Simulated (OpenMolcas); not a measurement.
Ti2+ (d2) on a cation site of an ionic host was computed by CASSCF with the d shell active (OpenMolcas, ANO-RCC-VTZP on the metal). Its lowest spin-free states, and all those of the highest spin:

```json
{"2S+1": "3", "Degeneracy": "1", "E (cm-1)": "0.0"}
{"2S+1": "3", "Degeneracy": "3", "E (cm-1)": "6558"}
{"2S+1": "3", "Degeneracy": "3", "E (cm-1)": "11226"}
{"2S+1": "1", "Degeneracy": "2", "E (cm-1)": "12479"}
{"2S+1": "1", "Degeneracy": "3", "E (cm-1)": "18947"}
{"2S+1": "1", "Degeneracy": "1", "E (cm-1)": "20237"}
{"2S+1": "3", "Degeneracy": "3", "E (cm-1)": "21935"}
{"2S+1": "1", "Degeneracy": "3", "E (cm-1)": "23419"}
{"2S+1": "1", "Degeneracy": "2", "E (cm-1)": "28851"}
{"2S+1": "1", "Degeneracy": "3", "E (cm-1)": "29100"}
{"2S+1": "1", "Degeneracy": "1", "E (cm-1)": "51601"}
```

Problem. Is the site octahedral, tetrahedral or cube-like, axial, or of lower symmetry?

Solution. The states with 2S+1 = 3 have orbital degeneracies 1, 3, 3, 3. Threefold states need a cubic site. For d2 at this spin an octahedron puts the threefold T1 below the threefold T2 and a tetrahedron or cube puts the single A2 below the threefold T2, so the site is a tetrahedron or a cube, which this pattern cannot tell apart. The first gap at this spin, 6560 cm-1, is |10Dq| in ligand-field theory. The run had Ti2+ with its 8 nearest fluoride ions at 2.323 Å, on the Ca site of CaF2 (a = 5.46294 Å, distance in the model lattice 2.366 Å). The rest of the host is ab initio model potentials to 7.6 Å and point charges beyond; the distance is set by hand and nothing relaxes. Ligand basis ANO-RCC-VDZP.

Without dynamic correlation the repulsion within the d shell is too large (B by tens of per cent), so at a given field states of lower spin stand too high. Ligand-to-metal charge-transfer states are missing. With no ligand orbital active B as a rule stays too high, so bands that hang on it stand too high and its fall with covalency is understated. With metal d orbitals alone and no dynamic correlation 10Dq can be off by a tenth to a fifth, either way, in oxide and fluoride hosts. No measured value stands beside these numbers; the geometry was set by hand and not optimised.
